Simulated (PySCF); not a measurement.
**Trend along the fifth-period p block: MO molecules**

CCSD(T) with double-zeta basis sets in PySCF, for the lowest determinant that a PBE0 search found; no spin–orbit coupling. De refers to high-spin ground-configuration atoms.

| M | basis | reference, frozen orbitals | state (unpaired electrons) | Re (Å) | ωe (cm⁻¹) | De (eV) |
| --- | --- | --- | --- | --- | --- | --- |
| In | def2-SVPD | UHF, 5 | doublet (π ↑) | 2.133 | 486 | 3.30 |
| Sn | cc-pVDZ-PP/cc-pVDZ | RHF, 5 | singlet (closed shell) | 1.878 | 769 | 4.77 |
| Sb | cc-pVDZ-PP/cc-pVDZ | UHF, 5 | doublet (π ↑) | 1.879 | 754 | 2.95 |
| Te | def2-SVP | ROHF, 5 | triplet (π ↑↑) | 1.879 | 750 | 3.06 |
| I | x2c-SVPall | UHF, 19 | doublet (π ↑) | 1.968 | 581 | 1.59 |

The shortest bond is that of SnO (1.878 Å), the longest that of InO (2.133 Å). SnO is bound most strongly (4.77 eV) and IO least (1.59 eV).

The rows differ in basis set, which adds steps of its own.

The state changes along the series, so neighbouring rows are not always alike in their bonding.

Correlated steps freeze the inner cores (5 to 19 orbitals); shallow outer-core shells are correlated. UHF and ROHF references stand side by side, which adds small steps between rows. Correlated levels converge slowly with the basis: in double zeta they bind strong bonds too weakly, by up to about 1 eV, and carry superposition errors of some tenths. These are scalar-relativistic numbers at best; spin–orbit coupling would shift them, the dissociation energy most. Where the molecule has an RHF reference, its open-shell atoms are computed with UHF. The CCSD T1 diagnostic is raised in SnO, a sign that a single reference may not be enough there. States were picked by a PBE0 search and need not be the measured ground states.
